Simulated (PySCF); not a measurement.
Species: C₆H₆FN.
Structure used (PBE0-D3(BJ)/def2-TZVP), in Å, numbered top down from 1:
```xyz
14
C6H6FN angstrom
N     -2.297   -0.075    0.093
C     -0.917   -0.064    0.049
C     -0.140   -1.175    0.375
C      1.241   -1.138    0.263
C      1.886    0.007   -0.178
C      1.132    1.126   -0.506
C     -0.236    1.071   -0.388
F     -0.977    2.156   -0.696
H     -2.733    0.831    0.126
H     -2.705   -0.738    0.729
H     -0.635   -2.078    0.715
H      1.817   -2.019    0.523
H      2.964    0.036   -0.266
H      1.591    2.045   -0.850
```

Computed with PySCF at wB97X-D/pcSseg-2, non-relativistic, on one gas-phase PBE0-D3(BJ)/def2-TZVP geometry that isn't relaxed in the solvent. The solvent is an IEF-PCM continuum (cavity from Bondi-type radii × 1.2). Specific hydrogen bonds and non-electrostatic terms are outside this model.

Gas phase at wB97X-D/pcSseg-2: HOMO -7.85 eV, LUMO 1.53 eV, dipole 1.66 D.

**Question.** What does the continuum do to the energy, the frontier levels and the dipole at wB97X-D/pcSseg-2 in chloroform?

**Answer.** 
```json
{"solvent": "chloroform", "ε": "4.711", "E(solvent) − E(gas) (kJ/mol)": "-17.18", "polarisation term (kJ/mol)": "-18.84", "distortion of the solute (kJ/mol)": "1.66", "HOMO (eV)": "-7.83", "LUMO (eV)": "1.54", "dipole (D)": "2.02"}
```

The polarisation term is half the interaction of the solute with the surface charges that it induces; the rest is the cost of distorting the solute's density. The sum is the electrostatic part of solvation alone.

**Question.** Which radius a makes the point-dipole formula ΔE = −[(ε − 1)/(2ε + 1)]·μ²/a³ give the value in chloroform, with the gas-phase dipole?

**Answer.** μ = 0.652 au and |ΔE| = 0.00654 Eh give a = 1.51 Å; the farthest nucleus lies 2.98 Å from the centroid of the nuclei, so such a sphere wouldn't even hold the nuclei. The formula assumes a rigid point dipole at the centre of a sphere.

**Question.** Give the dipole vector in the frame of the coordinates (D, pointing from negative to positive charge), gas and chloroform.

**Answer.** Gas (-0.51, -0.87, 1.31), solvent (-0.66, -1.06, 1.59). Its length changes by +22 % and its direction by 1°.

wB97X-D is run here without its empirical dispersion term; that term would change no orbital, density or response property at a fixed geometry.
